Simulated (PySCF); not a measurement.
## [Dy(H2CO)]2+ at several levels of theory

Computed with PySCF 2.14.0 (density fitting, no spin-orbit coupling) at the geometry relaxed with PBE0:

```xyz
5
[Dy(H2CO)]2+ (singlet in the valence; each metal's 4f electrons, 10 of them, lie in its core potential, out of spins and levels)
Dy    0.0000    0.0000   -0.2562
O     0.0000    0.0000    2.0507
C     0.0000    0.0000    3.2809
H     0.9546    0.0000    3.8431
H    -0.9546    0.0000    3.8431
```

```csv
level,basis,state,HOMO (eV),gap (eV),charge on Dy1 (e),population of f-type functions on Dy1 (polarisation alone where 4f lies in the core),dipole about the centre of mass (D),largest force component (eV/Å)
PBE0,"Dy lcecp-0-SVP with ECP56, O def2-SVP, C def2-SVP, H def2-SVP",singlet,–,–,1.75,0.01,2.40,0.01
HF,the same,singlet,–,–,1.82,0.01,2.49,1.48
PBE0,"Dy lcecp-0-TZVP with ECP56, O def2-TZVP, C def2-TZVP, H def2-TZVP",singlet,–,–,1.83,0.01,2.48,0.28
```

In the lcecp rows the 4f levels are missing from HOMO and gap, and the state counts the valence alone.

Charges are Mulliken's, which hang on the basis. The relaxation used the grid (50, 194), these runs (75, 302) or, all-electron (x2c bases, spin-free X2C Hamiltonian), (99, 590).

(1) What does revPBE with Dy lcecp-0-SVP with ECP56, O def2-SVP, C def2-SVP, H def2-SVP give here?

An lcecp potential fixes the number of 4f electrons, so in runs with it no electron can move into or out of that shell; real Dy(II) is rare or takes another configuration.

## Answers

(1) state singlet, charge on Dy1 (e) 1.71, population of f-type functions on Dy1 (polarisation alone where 4f lies in the core) 0.01, dipole about the centre of mass (D) 2.44, largest force component (eV/Å) 1.01. Time: 1.9 s on 2 threads of Arm Neoverse V2 (shared host), from an already converged density.
